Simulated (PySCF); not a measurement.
# Working out the excitation energy of Be

Be [He] 2s2 (1S) → Be [He] 2p2 (3P). Calculation: PySCF 2.14, in def2-TZVPPD (5s4p1d, 22 functions); no relativity, point nucleus. Frozen: nothing. Energies in hartree (1 hartree = 27.21139 eV):

```json
{"part": "UHF", "Be (lower)": "-14.572580", "Be (upper)": "-14.335054"}
{"part": "MP2 opposite-spin", "Be (lower)": "-0.053950", "Be (upper)": "-0.027376"}
{"part": "MP2 same-spin", "Be (lower)": "-0.000949", "Be (upper)": "-0.005881"}
```

What does Hartree-Fock give?

(-14.335054) − (-14.572580) = 0.237526 hartree = 6.463 eV.

What do MP2 and SCS-MP2 (6/5 opposite-spin, 1/3 same-spin) give?

The opposite-spin parts differ by 0.723 eV and the same-spin parts by -0.134 eV. MP2: 6.463 + (0.723) + (-0.134) = 7.052 eV. SCS-MP2: 6.463 + 1.2 × (0.723) + (-0.134)/3 = 7.286 eV.

Measured between the centres of the two terms (NIST): 7.401 eV, so MP2 (valence and next inner shell) is off by -0.349 eV.

What remains against the reference includes basis incompleteness and correlation beyond second order.
